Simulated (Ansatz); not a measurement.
Ansatz results at the PBE0-D4/def2-TZVP geometry: HOMO–LUMO gap (B3LYP/def2-TZVPP) 5.55 eV; HOMO energy (ωB97M-V/def2-TZVPP) -9.67 eV; HOMO–LUMO gap (PBE0/def2-TZVPP) 5.90 eV.

Each molecule was computed in one conformer, which needn't be the lowest.

**Question.** Which molecule gave them?
A. `[NH2][AlH][SiH](F)[SiH3]`
B. `C=C(O)SC`
C. `O=C1C[SiH]1O`
D. `F[SiH2][AlH][NH][SiH3]`

**Answer.** D. The others give `[NH2][AlH][SiH](F)[SiH3]`: 5.52, -9.22, 5.87; `C=C(O)SC`: 6.19, -8.81, 6.65; `O=C1C[SiH]1O`: 4.42, -8.53, 4.83.

B3LYP here is the variant with VWN-RPA as its local correlation; programs differ in this.
